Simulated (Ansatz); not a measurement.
A structure relaxed at PBE0-D4/def2-TZVPD, charge -1, multiplicity 1:

```xyz
8

O     1.580   -0.440    0.165
Si    0.087   -0.024    0.009
O    -0.182    1.341   -0.940
O    -0.709    0.344    1.447
O    -0.910   -1.184   -0.696
H     0.614    1.485   -1.456
H    -0.032    0.499    2.109
H    -0.448   -2.022   -0.639
```

(1) Give its formula and SMILES.

(2) Point group (tolerance 0.08 Å, 0.16 Å for H)?

(3) Summarise the bond lengths by kind.

Results:

(1) H3O4Si, `[O-][Si](O)(O)O`.

(2) C3.

(3) 4 × O–Si 1.558 to 1.684 Å; 3 × H–O 0.959 Å.

Program: Ansatz 0.2.0.
